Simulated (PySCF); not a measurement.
A calculated (B3LYP, PySCF 2.14, cc-pVDZ-DK, scalar relativity by spin-free X2C-1e) atom or ion has these occupied shells.

```
shell  electrons  orbital energy (eV)  rms radius, mean of both spins (bohr)
 1s α          1              -524.78                                  0.231
 1s β          1              -523.43                                  0.231
 2s α          1              -27.349                                   1.25
 2s β          1              -23.041                                   1.25
 2p α          3              -11.306                                   1.38
 2p β          1               -8.514                                   1.38
```

Name the element and its charge.

O (oxygen, neutral), in [He] 2s2 2p4, high-spin 3P determinant.
